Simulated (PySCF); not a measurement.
SMILES CN(C)[SiH2]N[SiH3] (GFN2-xTB optimised geometry):

```
18

Si    -0.767     1.083     1.338
N     -0.646    -0.001     0.000
Si     0.050    -1.585     0.000
N     -0.393    -2.279    -1.509
C     -1.745    -2.203    -2.005
C      0.301    -3.436    -2.009
H     -1.517     2.237     0.839
H      0.549     1.506     1.832
H     -1.484     0.385     2.404
H     -0.669     0.436    -0.908
H      1.517    -1.585     0.000
H     -0.463    -2.237     1.212
H     -1.737    -2.118    -3.096
H     -2.240    -1.332    -1.584
H     -2.325    -3.096    -1.739
H      1.327    -3.430    -1.653
H     -0.174    -4.370    -1.683
H      0.306    -3.423    -3.103
```

Calculation: PySCF with PBE0/def2-SVP.

Question: What are the frontier orbital energies and the dipole moment?

Answer: HOMO-2 -9.39 eV, HOMO-1 -7.28 eV, HOMO -6.31 eV, LUMO 0.72 eV, LUMO+1 1.44 eV; dipole moment 1.24 D.

On the same geometry PBE/def2-SVP run with PySCF 2.14.0 gives HOMO-2 -7.99 eV, HOMO-1 -5.89 eV, HOMO -4.96 eV, LUMO -0.16 eV, LUMO+1 0.55 eV; dipole moment 1.29 D.

Meta-Löwdin charges at PBE0/def2-SVP: Si1 0.62, N2 -0.79, Si3 0.84, N4 -0.43, C5 -0.19, C6 -0.19, H7 -0.11, H8 -0.13, H9 -0.11, H10 0.23, H11 -0.14, H12 -0.15, H13 0.09, H14 0.10, H15 0.08, H16 0.10, H17 0.08, H18 0.09.
